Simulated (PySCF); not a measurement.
N-methylmethanimine (C2H5N), SMILES C=NC.

The structure is a stationary point at PBE0-D3(BJ)/def2-TZVP.

The numbers are results of HF/def2-TZVPD (PySCF), not measurements.

Q: Estimate the frontier levels, gap, dipole moment and polarisability. (An estimate is asked for; the answer gives what the named calculation found.)

A: 
The highest occupied level is -11.13 eV and the lowest empty level is 2.03 eV. The orbital gap is 13.16 eV and the dipole moment comes out as 1.73 D. The quadrupole, principal values (traceless, Buckingham form, about the centre of nuclear charge) is -3.06, -1.34, 4.40 D·Å. The mean static polarisability is 34.1 bohr³ (5.06 Å³) and the polarisability, principal values comes out as 26.2, 31.5, 44.8 bohr³.
